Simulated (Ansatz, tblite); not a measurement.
Removing an electron: B(OPMe3)Cl3 (C3H9BCl3OP). Charge 0, multiplicity 1. Geometry: r2SCAN-D4/def2-SVP. Ansatz, gas phase; energy differences of separate SCF runs; the oxidised species was run as a doublet alone.

```xyz
18

B     0.5768    2.1729    0.9313
O    -0.3653    1.3120    0.1316
P    -0.2284   -0.2114   -0.2000
C     0.6831   -0.4502   -1.7315
C    -1.9140   -0.7841   -0.4416
C     0.5281   -1.1929    1.1015
H     0.6971   -1.5130   -2.0168
H     1.7054   -0.0756   -1.5766
H     0.2037    0.1443   -2.5233
H    -2.3908   -0.1645   -1.2153
H    -1.9359   -1.8409   -0.7456
H    -2.4668   -0.6559    0.5008
H     1.5702   -0.8647    1.2266
H    -0.0067   -1.0046    2.0434
H     0.4844   -2.2590    0.8302
Cl    0.2217    3.9057    0.5025
Cl    2.3428    1.6855    0.4530
Cl    0.2946    1.7964    2.7300
```

The xTB rows come from tblite.

```
            level  −HOMO (eV)  vertical IE (eV)  −LUMO (eV)  HOMO–LUMO gap (eV)
         GFN1-xTB       11.79             14.14        5.85                5.94
         GFN2-xTB       10.82             13.45        4.05                6.77
 PBE-D4/def2-TZVP        5.98              8.84        0.91                5.07
PBE0-D4/def2-TZVP        7.36              9.34       -0.01                7.37
```

 Raw xTB energy differences between charge states are shifted by several eV; the methods need an empirical correction for them.
